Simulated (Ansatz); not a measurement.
Calculated with Ansatz (gas phase, PBE0-D4/def2-TZVP geometries, no zero-point term in ΔE). CBS: MP2 limit from def2 TZ/QZ plus the TZ coupled-cluster correction, frozen cores. DFT in def2-TZVPP. Elements past krypton have def2 core potentials. For Ge, In outer-core shells are correlated without core-valence functions, which leaves a few kJ/mol of doubt a bond. Scalar relativity is left out up to krypton. Each species was taken in one conformer, which may not be the lowest.

`[BH2][GeH2][SiH2][SiH3]` + `[OH][In]([OH])[Cl]` → `[OH][In]([Cl])[O][SiH3]` + `[BH2][GeH2][SiH3]`  (cleavage of the Si–Si bond)

```tsv
level	ΔE (kJ/mol)	difference from CCSD(T)/CBS
PBE-D4	-60.3	30.6
r2SCAN-D4	-81.5	9.4
PBE0-D4	-70.3	20.6
ωB97X-V	-87.9	3.0
ωB97M-V	-91.7	-0.8
B2PLYP	-94.4	-3.5
PBE	-62.6	28.3
PBE0	-72.5	18.4
HF/def2-TZVPP	-121.0	-30.1
MP2/def2-TZVPP	-96.1	-5.2
SCS-MP2/def2-TZVPP	-102.2	-11.3
CCSD/def2-TZVPP	-95.0	-4.1
CCSD(T)/def2-TZVPP	-91.0	-0.1
HF/def2-QZVPP	-123.8	-32.9
HF/CBS(def2)	-124.2	-33.3
MP2/CBS(def2)	-95.9	-5.0
CCSD(T)/CBS	-90.9	0
```

Largest T1 diagnostic among the species: 0.016.

The D4 term adds +3.7 kJ/mol with B3LYP and +2.2 kJ/mol with PBE0; it sums over pairs of atoms, weighted by their polarisabilities, and B3LYP, whose exchange is more repulsive, gets the larger term. In def2-TZVPP, CCSD(T) changes the Hartree–Fock value by +30.0 kJ/mol (the triples alone add +4.0 kJ/mol) and MP2 by +25.0 kJ/mol.

B3LYP here is the variant with VWN-RPA as its local correlation; programs differ in this.
